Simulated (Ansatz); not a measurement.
Basis sets compared for the cluster Cu3F4. The state is a doublet with charge 0. Geometry r2SCAN-D4/def2-SVP. Ansatz on 4 threads of Arm Neoverse V2 on a shared host; times are rough, and most runs start from earlier orbitals.

```xyz
7

Cu   -0.222   -1.024    1.062
Cu    1.325    0.197   -0.513
Cu   -1.027    0.968   -0.261
F     0.529    1.898   -0.859
F    -0.354   -0.679   -1.233
F    -1.874   -0.109    1.088
F     1.621   -1.251    0.716
```

At PBE-D4/def2-SVP, PBE-D4/def2-TZVP, PBE-D4/def2-TZVPD, r2SCAN-D4/def2-TZVP and others the gap within one spin of the charge 0 doublet nearly closes, so an electron or hole may be smeared out by delocalisation error. Another isomer (doublet) lies 0.03 eV lower at PBE0-D4/def2-TZVP.

Binding counts from free atoms (Cu doublet, F doublet) in the same basis, without a counterpoise term.

```json
{"level": "PBE-D4/def2-SVP", "functions": "149", "energy (Eh)": "-5318.9549", "HOMO (eV)": "-5.29", "LUMO (eV)": "-5.28", "binding per atom (eV)": "3.39", "wall time": "5.5 s"}
{"level": "PBE-D4/def2-TZVP", "functions": "259", "energy (Eh)": "-5320.1793", "HOMO (eV)": "-5.90", "LUMO (eV)": "-5.85", "binding per atom (eV)": "2.99", "wall time": "9.5 s"}
{"level": "r2SCAN-D4/def2-TZVP (with forces)", "functions": "259", "energy (Eh)": "-5321.0914", "HOMO (eV)": "-5.87", "LUMO (eV)": "-5.73", "binding per atom (eV)": "3.02", "wall time": "23 s"}
{"level": "PBE0-D4/def2-SVP", "functions": "149", "energy (Eh)": "-5318.9424", "HOMO (eV)": "-6.44", "LUMO (eV)": "-4.79", "binding per atom (eV)": "3.03", "wall time": "11 s"}
{"level": "PBE0-D4/def2-TZVP", "functions": "259", "energy (Eh)": "-5320.1374", "HOMO (eV)": "-6.83", "LUMO (eV)": "-5.20", "binding per atom (eV)": "2.72", "wall time": "23 s"}
```

Question: Estimate the rows for PBE-D4/def2-TZVPD, r2SCAN-D4/def2-TZVPD, PBE0-D4/def2-TZVPD.

Answer: 
| level | functions | energy (Eh) | HOMO (eV) | LUMO (eV) | binding per atom (eV) | wall time |
| --- | --- | --- | --- | --- | --- | --- |
| PBE-D4/def2-TZVPD | 304 | -5320.1890 | -5.89 | -5.84 | 3.01 | 16 s |
| r2SCAN-D4/def2-TZVPD | 304 | -5321.1008 | -5.83 | -5.68 | 3.04 | 31 s |
| PBE0-D4/def2-TZVPD | 304 | -5320.1466 | -6.78 | -5.16 | 2.74 | 27 s |
